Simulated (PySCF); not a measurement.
All values are calculated (PySCF 2.14.0 with density-fitted response routines): σ from GIAO-PBE0/pcSseg-1, geometry: GFN2-xTB. No solvent, one conformer, equivalent nuclei averaged, non-relativistic.

Chemical shifts δ = σref − σ; 1H and 13C vs TMS, all at this level. Shifts are as computed. Against solution values, carbons near 30 ppm lie about +3 ppm off and those near 130 ppm about +5 ppm; carbons on Cl a further +6 ppm (rms about the fit 2.1 ppm; single classes can miss by 10 ppm). Of 1328 compounds with measured shifts, 309 miss one by over three times the rms of a fit or turn the order of signals round; such compounds aren't used in these exercises. Signals without a measured value on file couldn't be tested in this way; 1H shifts scatter by 0.2 ppm about their fit, and single ones miss by 0.5 ppm. Carbons bonded to Cl come out too deshielded. OH and NH positions are gas-phase values without hydrogen bonding to other molecules.

Problem. Order these molecules by the shift of their most deshielded carbon-bound hydrogen, lowest δ first.
A. C=C/C(C)=C(/F)C#N
B. CC(=O)O/C=C(\F)CCl
C. FC(F)Oc1ncno1
D. C=Cc1cc(F)c[nH]1

Solution. D (6.64 ppm, hydrogen on an aromatic CH), A (7.15 ppm, hydrogen on an alkene CH), B (7.57 ppm, hydrogen on an alkene carbon bearing oxygen), C (8.23 ppm, hydrogen on an aromatic CH between two ring heteroatoms).

Problem. Order these molecules by the shift of their most deshielded carbon, lowest δ first.
A. C=C/C(C)=C(/F)C#N
B. CC(=O)O/C=C(\F)CCl
C. FC(F)Oc1ncno1
D. C=Cc1cc(F)c[nH]1

Solution. A (144.3 ppm, fully substituted alkene carbon), D (163.6 ppm, aromatic carbon bearing fluorine), B (171.8 ppm, ester carbonyl carbon), C (180.6 ppm, aromatic carbon bearing oxygen).

Problem. How many 13C and 1H signals does each give (equivalence by symmetry and fast rotation, but not about amide C–N or C=N bonds)? `CC(=O)O/C=C(\F)CCl`, `FC(F)Oc1ncno1`, `C=C/C(C)=C(/F)C#N`, `C=Cc1cc(F)c[nH]1`

Solution. CC(=O)O/C=C(\F)CCl: 5 C, 3 H; FC(F)Oc1ncno1: 3 C, 2 H; C=C/C(C)=C(/F)C#N: 6 C, 4 H; C=Cc1cc(F)c[nH]1: 6 C, 6 H.
